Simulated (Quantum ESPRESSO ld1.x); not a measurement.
Rh21+, configuration [Ar] 3d6. Calculated with ld1.x of Quantum ESPRESSO 7.5: Dirac Kohn-Sham, LDA (Slater exchange, Perdew-Zunger correlation), spin-unpolarised, spherical densities, point nucleus; open shells are shared between the two j in proportion to 2j + 1.

Unscreened Slater integrals over Kohn-Sham orbitals (cm^-1). Large and small components are both included.

integral          value
F0(3d5/2,3d5/2)  589290
F2(3d5/2,3d5/2)  298660
F4(3d5/2,3d5/2)  191730
F0(3d5/2,3d3/2)  591700
F2(3d5/2,3d3/2)  299490
G2(3d5/2,3d3/2)  297920
G4(3d5/2,3d3/2)  191230
F0(3d5/2,3p3/2)  554120
F2(3d5/2,3p3/2)  267980
G1(3d5/2,3p3/2)  298360
G3(3d5/2,3p3/2)  195100
F0(3d5/2,3p1/2)  561960
G3(3d5/2,3p1/2)  200710
F0(3d5/2,3s1/2)  551490
G2(3d5/2,3s1/2)  228370
F0(3d3/2,3d3/2)  594140
F2(3d3/2,3d3/2)  300370
F0(3d3/2,3p3/2)  556040
F2(3d3/2,3p3/2)  267880
G1(3d3/2,3p3/2)  296920
G3(3d3/2,3p3/2)  194160
F0(3d3/2,3p1/2)  563970
G1(3d3/2,3p1/2)  308900
F0(3d3/2,3s1/2)  553320
G2(3d3/2,3s1/2)  227410
F0(3p3/2,3p3/2)  532990
F2(3p3/2,3p3/2)  268730
F0(3p3/2,3p1/2)  539540
G2(3p3/2,3p1/2)  270550
F0(3p3/2,3s1/2)  530380
G1(3p3/2,3s1/2)  347850
F0(3p1/2,3p1/2)  546410
F0(3p1/2,3s1/2)  536680
G1(3p1/2,3s1/2)  348050
F0(3s1/2,3s1/2)  528740
